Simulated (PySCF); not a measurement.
A side-by-side comparison of computed properties.

First species: C₆H₁₀F₃OP.
Z-matrix (Å and degrees, GFN2-xTB geometry), rows numbered from 1:
```
O 
P   1  1.4583
C   2  1.8284  1  115.46
C   3  1.5272  2  107.31  1   -65.99
C   4  1.5280  3  112.10  2   -63.98
C   5  1.5280  4  112.37  3    66.13
C   6  1.5268  5  111.17  4   -65.30
C   7  1.5089  2  106.05  1   -54.55
F   8  1.3298  7  113.73  2    73.15
F   8  1.3468  7  112.79  2  -165.63
F   8  1.3466  7  110.31  2   -47.14
H   2  1.3941  1  115.22  3   124.47
H   3  1.0921  2  107.80  1    53.02
H   3  1.0902  2  110.92  1   172.15
H   4  1.0924  3  109.52  2   174.41
H   4  1.0931  3  108.61  2    56.76
H   5  1.0915  4  108.84  3  -173.71
H   5  1.0933  4  109.63  3   -56.14
H   6  1.0934  5  110.02  4   172.91
H   6  1.0940  5  109.35  4    54.35
H   7  1.0936  2  111.07  1  -170.98
```

Second species: C6H10F3OP.
SMILES: `C=CC[P@H](=O)CCC(F)(F)F`

Levels: PBE0/pcSseg-1 for HOMO energy, LUMO energy and HOMO–LUMO gap. Geometries: GFN2-xTB. All species are isolated and taken at one optimised geometry, non-relativistic unless stated; the electronic structure was computed with PySCF and density fitting.

Values for the first species:

| Item | Value |
| --- | --- |
| HOMO energy | -7.90 eV |
| LUMO energy | 0.70 eV |
| HOMO–LUMO gap | 8.60 eV |

(1) Estimate the same properties for the second species, and the change in each.

Results:

(1) 
```tsv
property	first	second	second less first
HOMO energy	-7.90 eV	-7.49 eV	+0.41 eV
LUMO energy	0.70 eV	-0.01 eV	-0.71 eV
HOMO–LUMO gap	8.60 eV	7.48 eV	-1.12 eV
```

One conformer stands for the species.
